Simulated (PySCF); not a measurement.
# Reading the logs of faulty runs: Al3H4N

All numbers below are calculated, not measured. The program is PySCF 2.14.0, an open-source quantum chemistry code, run on an isolated molecule that a program drew, which may never have been made. The molecule is Al3H4N (charge 0, singlet), drawn as the SMILES string `[NH]=[Al][AlH][AlH2]`.

Each row is a Hartree-Fock (HF) and frozen-core CCSD(T) single point in the cc-pV(D+d)Z basis, meant for a local HF minimum. Run 1 is clean. Each other run has one planted mistake out of seven kinds, and not every kind appears here: one electron removed, one electron added, multiplicity raised by two, geometry at a saddle point, minimal basis STO-3G, one bond length entered in bohr, all coordinates scaled. The reference is restricted for singlets and unrestricted otherwise, and also for a bond in bohr. Adding or removing an electron swaps singlet and doublet. Electrons count all cores. HOMO and LUMO are orbital energies over both spins, the gradient is its largest component, and the lowest frequency (negative if imaginary) is given only where the gradient is small. Bond lengths are over the 7 bonds as drawn. T1 is the CCSD diagnostic: over 0.02 (restricted) or 0.045 (unrestricted) a single reference is doubtful.

Geometry of the clean run:
```xyz
8
Al3H4N, angstrom
N     1.0549    0.4368   -3.4245
Al   -0.0411    0.8086   -2.3142
Al   -1.8254    1.2667   -0.4744
Al   -2.8881   -0.6255    0.9964
H     1.7339    0.2413   -4.1197
H    -2.2086    2.7987   -0.3276
H    -2.2271   -1.0560    2.3706
H    -4.2044   -1.3745    0.5310
```

```
run,electrons,basis functions,<S^2>,HOMO (eV),LUMO (eV),gradient (hartree/bohr),lowest frequency (cm^-1),mean bond (Å),longest bond (Å),T1,HF (hartree),CCSD(T) (hartree),mistake
1,50,103,0.000,-8.68,-0.33,2.2e-05,60,1.7964,2.622,0.0278,-782.47249,-782.89117,no fault
2,50,103,0.863,-7.99,-0.36,7.8e-03,-,1.9978,2.994,0.0554,-782.37938,-782.78730,one bond length entered in bohr
3,49,103,0.760,-13.30,-5.00,5.6e-02,-,1.7964,2.622,0.0177,-782.25125,-782.60609,one electron removed
4,50,103,0.000,-8.06,-0.44,5.6e-02,-,1.9563,2.855,0.0335,-782.42576,-782.85948,all coordinates scaled
5,51,103,0.770,-1.49,4.21,1.9e-02,-,1.7964,2.622,0.0235,-782.50512,-782.93414,one electron added
6,50,36,0.000,-3.58,7.57,8.3e-02,-,1.7964,2.622,0.0323,-772.92872,-773.14765,?
```

**Which mistake was planted in run 6, and what did it cost?**

It has 36 basis functions where the clean run has 103, with the same electrons and geometry. So the mistake is: minimal basis STO-3G. Subtracting run 1 and multiplying by 627.51 kcal/mol a hartree, the energy moved by 5988.8 kcal/mol in HF and 6114.2 kcal/mol in CCSD(T).

Cautions from the logs. Run 1: T1 is over the limit, so its CCSD(T) energy is less reliable; run 2: T1 is over the limit, so its CCSD(T) energy is less reliable; run 4: T1 is over the limit, so its CCSD(T) energy is less reliable; run 6: T1 is over the limit, so its CCSD(T) energy is less reliable.
